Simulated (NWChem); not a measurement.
A series in which one site is exchanged, each optimised at PBE0/def2-SVP with NWChem, gas phase unless a solvent is named. All stand in one matching conformer (torsions within 35°), which need not be the lowest. 

A: COB(O)Cl (CH4BClO2; site = B)
B: C[O][Al]([OH])[Cl] (CH$_{4}$AlClO$_{2}$; site = Al)
C: [Ga]([Cl])([OH])[O]C (CH4ClGaO2; site = Ga)

### Question
Rank them by dipole (D), PBE0/def2-SVP, lowest first.

### Answer
C (1.55), B (1.59), A (2.02)
